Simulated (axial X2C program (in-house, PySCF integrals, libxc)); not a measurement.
Curves of TmBr from open-shell CI on f13 s1

Calculated with an in-house all-electron X2C program for linear molecules (integrals from PySCF): two-component X2C with atomic mean-field Coulomb and Gaunt terms, basis Tm dyall-v3z, Br dyall-v3z (cores contracted in-house). Orbitals come from Hartree–Fock averaged over the configuration Tm f13 s1; CI then distributes these electrons over the f, s shells of Tm.

Scan along the bond; masses Tm 168.934 u, Br 78.918 u. Energies in cm⁻¹ from the lowest point; levels are followed by energy order within each Ω. Lowest level at 2.759 Å: 100% f13 s1.

```tsv
R (Å)	(1)Ω=0	(1)Ω=1	(1)Ω=2	(2)Ω=0	(2)Ω=1	(1)Ω=3	(2)Ω=2	(1)Ω=4	(2)Ω=3
2.566	1220	1261	1414	1534	1628	1708	1877	2141	2295
2.662	256	299	459	565	667	761	933	1205	1364
2.759	0	43	204	305	409	506	682	948	1114
2.869	324	367	525	625	728	819	1000	1249	1422
2.980	1102	1143	1296	1400	1500	1578	1763	1989	2168
3.104	2312	2351	2495	2608	2702	2761	2951	3146	3333
3.256	4072	4109	4241	4367	4452	4484	4682	4835	5032
```

(1) Fit the curves (1)Ω=0, (1)Ω=1, (1)Ω=2, (2)Ω=0, (2)Ω=1, (1)Ω=3, (2)Ω=2, (1)Ω=4, (2)Ω=3 near their minima.

The 9 lowest curves are shown; the next is (3)Ω=0, from 8631 cm⁻¹.

Dynamic correlation is missing, so gaps between terms are too wide and other configurations may lie lower; the lowest level listed is that of this model, not necessarily the ground state. At most 4 roots were kept for each Ω > 0 (twice that for Ω = 0) within 2.2 eV of the lowest, so higher up levels can be missing between those listed; levels with Ω > 0 are doubly degenerate and listed once, Ω = 0 levels singly.

## Answers

(1) From the open-shell CI curves, Te from the lowest:

```tsv
level	Te (cm⁻¹)	Re (Å)	ωe (cm⁻¹)
(1)Ω=0	0	2.753	186.4
(1)Ω=1	43	2.753	186.3
(1)Ω=2	204	2.753	185.6
(2)Ω=0	305	2.754	186.4
(2)Ω=1	409	2.754	185.8
(1)Ω=3	506	2.754	184.3
(2)Ω=2	682	2.753	184.6
(1)Ω=4	948	2.755	182.3
(2)Ω=3	1114	2.754	182.7
```

Without dynamic correlation distances can be off by several hundredths of an Å (long for ionic bonds, short for multiple bonds) and the wavenumbers are rough.
